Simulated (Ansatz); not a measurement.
Reaction (redistribution): `[O]=[W]([OH])([F])([F])[F]` + `[OH][GeH2][OH]` → `[O]=[W]([OH])([OH])([F])[F]` + `[OH][GeH2][F]`

Computed with Ansatz on PBE0-D4/def2-TZVP structures; ΔE is electronic, products minus reactants. CBS: MP2 limit from def2 TZ/QZ plus the TZ coupled-cluster correction, frozen cores. DFT in def2-TZVPP. B3LYP here is the variant with VWN-RPA as its local correlation; programs differ in this. Elements past krypton have def2 core potentials. For Ge, W outer-core shells are correlated without core-valence functions, which leaves a few kJ/mol of doubt a bond. Scalar relativity is left out up to krypton. One conformer a species, not always the lowest.

| species | B3LYP energy (Eh) |
| --- | --- |
| `[O]=[W]([OH])([F])([F])[F]` | -518.17369 |
| `[OH][GeH2][OH]` | -2230.02092 |
| `[O]=[W]([OH])([OH])([F])[F]` | -494.13237 |
| `[OH][GeH2][F]` | -2254.06308 |

Task: Work out ΔE.

Result: ΔE = (-494.13237) + (-2254.06308) − (-518.17369) − (-2230.02092) = -0.00084 Eh = -0.5 kcal/mol. CCSD(T)/CBS gives -0.8 kcal/mol.

Largest T1 diagnostic among the species: 0.021, so the coupled-cluster value is less sure than usual.

From BLYP to BHLYP (50 % exact exchange), in def2-TZVPP and without D4, ΔE moves by −1.0 kcal/mol. Leaving LDA and LC-ωPBE aside and taking each functional with its dispersion term where it has one, the values, not all of them listed here, spread over 1.4 kcal/mol, from BHLYP-D4 to B97M-V.
